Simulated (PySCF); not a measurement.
HfH₂: breathing scan

These are results of PySCF, UPBE0, basis Hf def2-TZVP with ECP60, H def2-TZVP (scalar-relativistic core potentials, no spin–orbit coupling, density fitting), not measurements.

Rigid scan from the triplet minimum (Hf–H 1.863 Å (×2); H–Hf–H 120.8°). Coordinate: all bonds to the central atom scaled together. Energies in kJ/mol from the minimum.

| scale of all bonds to the centre | E (kJ/mol) | dipole size (D) | ⟨S²⟩ |
| --- | --- | --- | --- |
| 0.88 | 64.6 | 1.56 | 2.00 |
| 0.92 | 26.3 | 1.71 | 2.00 |
| 0.96 | 6.0 | 1.87 | 2.00 |
| 1.00 | 0.0 | 2.04 | 2.00 |
| 1.04 | 5.1 | 2.21 | 2.00 |
| 1.08 | 18.9 | 2.38 | 2.00 |
| 1.14 | 51.3 | 2.64 | 2.00 |
| 1.22 | 108.6 | 2.99 | 2.00 |
| 1.35 | 216.9 | 3.50 | 2.00 |

Open d and f shells are described by one determinant, and the ground state may have another occupation or spin. At this level a broken-symmetry Ms = 0 minimum of C2v symmetry lies 11 kJ/mol below the start of the scan. No spin–orbit coupling is included, which matters more the heavier the element.

The scan took 5.6 s on 2 threads of a shared INTEL XEON PLATINUM 8581C @ 2.30GHz (Emerald Rapids) host; the process peaked at 0.56 GiB.
